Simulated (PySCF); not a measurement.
thiadiazoloquinoxaline (C8H4N4S), SMILES n1c2cc3c(cc2ncc1)nsn3.

Geometry: PBE0-D3(BJ)/def2-SVP.

Two levels are set side by side: PBE/def2-SVP (PySCF) and r2SCAN/def2-SVP (PySCF). Same geometry, gas phase. Differences are taken from unrounded values.

```json
[
 {"quantity": "orbital gap (eV)", "r2SCAN": "2.24"},
 {"quantity": "highest occupied level (eV)", "r2SCAN": "-6.16"},
 {"quantity": "lowest empty level (eV)", "r2SCAN": "-3.93"},
 {"quantity": "dipole moment (D)", "r2SCAN": "1.08"},
 {"quantity": "mean polarisability (bohr³)", "r2SCAN": "133.7"}
]
```

What does PBE give, and how far is it from r2SCAN? (Estimate from the structure and the level; the computed values follow.)


```tsv
quantity	PBE	PBE minus r2SCAN
orbital gap (eV)	1.92	-0.32
highest occupied level (eV)	-5.76	0.40
lowest empty level (eV)	-3.85	0.08
dipole moment (D)	0.79	-0.29
mean polarisability (bohr³)	134.9	1.2
```

Rough cost on one machine, each run with all the roots and properties that it gave: r2SCAN against PBE about 4 times.
